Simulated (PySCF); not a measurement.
# CsGe at PBE0

Computed with PBE0; basis Cs def2-SVP with ECP46, Ge def2-SVP; scalar-relativistic core potentials; PySCF 2.14.

```json
{
  "state": "⁴Σ⁻ (quartet), unpaired electrons σ ↑, π ↑↑",
  "bond length": "3.388 Å",
  "harmonic wavenumber": "111 cm⁻¹",
  "force constant": "0.347 mdyn/Å",
  "rotational constant Be": "0.03092 cm⁻¹",
  "anharmonicity ωexe": "0.278 cm⁻¹",
  "vibration–rotation constant αe": "0.000107 cm⁻¹",
  "well depth De to Cs + Ge": "1.59 eV",
  "dissociation energy D0": "1.58 eV",
  "bond order (Mayer)": "0.83",
  "dipole moment (positive dipole means Cs(−)Ge(+))": "-10.25 D"
}
```

These are scalar-relativistic numbers at best; spin–orbit coupling would shift them, the dissociation energy most. The state is the lowest determinant that a PBE0 search found; another state may lie lower at other levels.
